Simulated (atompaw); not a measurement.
**u(r) = r·R(r): atom against pseudo-atom (Ag)**

Columns: radius, all-electron u(r) and pseudo u(r) of the 5p shell (level -1.69 eV) of silver in the configuration [Ar] 3d10 4s2 4p6 4d10 5s0 5p1; PBE, scalar-relativistic, PAW (atompaw) scheme, atompaw 4.2.0.5.

```json
{"r (bohr)": "0.081", "all-electron": "-0.0645", "pseudo": "-0.0002"}
{"r (bohr)": "0.162", "all-electron": "0.0319", "pseudo": "-0.0007"}
{"r (bohr)": "0.242", "all-electron": "0.0991", "pseudo": "-0.0015"}
{"r (bohr)": "0.323", "all-electron": "0.0863", "pseudo": "-0.0023"}
{"r (bohr)": "0.404", "all-electron": "0.0257", "pseudo": "-0.0028"}
{"r (bohr)": "0.485", "all-electron": "-0.0459", "pseudo": "-0.0029"}
{"r (bohr)": "0.565", "all-electron": "-0.1058", "pseudo": "-0.0021"}
{"r (bohr)": "0.646", "all-electron": "-0.1467", "pseudo": "-0.0001"}
{"r (bohr)": "0.727", "all-electron": "-0.1663", "pseudo": "0.0035"}
{"r (bohr)": "0.808", "all-electron": "-0.1670", "pseudo": "0.0089"}
{"r (bohr)": "0.888", "all-electron": "-0.1529", "pseudo": "0.0162"}
{"r (bohr)": "0.969", "all-electron": "-0.1277", "pseudo": "0.0260"}
{"r (bohr)": "1.050", "all-electron": "-0.0952", "pseudo": "0.0382"}
{"r (bohr)": "1.131", "all-electron": "-0.0582", "pseudo": "0.0529"}
{"r (bohr)": "1.212", "all-electron": "-0.0190", "pseudo": "0.0700"}
{"r (bohr)": "1.292", "all-electron": "0.0204", "pseudo": "0.0891"}
{"r (bohr)": "1.373", "all-electron": "0.0597", "pseudo": "0.1104"}
{"r (bohr)": "1.454", "all-electron": "0.0977", "pseudo": "0.1335"}
{"r (bohr)": "1.535", "all-electron": "0.1341", "pseudo": "0.1579"}
{"r (bohr)": "1.615", "all-electron": "0.1680", "pseudo": "0.1828"}
{"r (bohr)": "1.696", "all-electron": "0.2001", "pseudo": "0.2086"}
{"r (bohr)": "1.777", "all-electron": "0.2300", "pseudo": "0.2342"}
{"r (bohr)": "1.858", "all-electron": "0.2576", "pseudo": "0.2594"}
{"r (bohr)": "1.938", "all-electron": "0.2828", "pseudo": "0.2833"}
{"r (bohr)": "2.019", "all-electron": "0.3060", "pseudo": "0.3061"}
{"r (bohr)": "2.100", "all-electron": "0.3273", "pseudo": "0.3273"}
```

(1) How many radial nodes do the two functions have?

(2) Is the pseudo-wave norm-conserving?

## Answers

(1) The all-electron 5p function has n − l − 1 = 3; the pseudo-wave has 1, since 1 lower shell of the same l stays in the valence.

(2) No, it belongs to a PAW set: the norm inside the radius is not constrained, and the difference is carried by the augmentation charge.
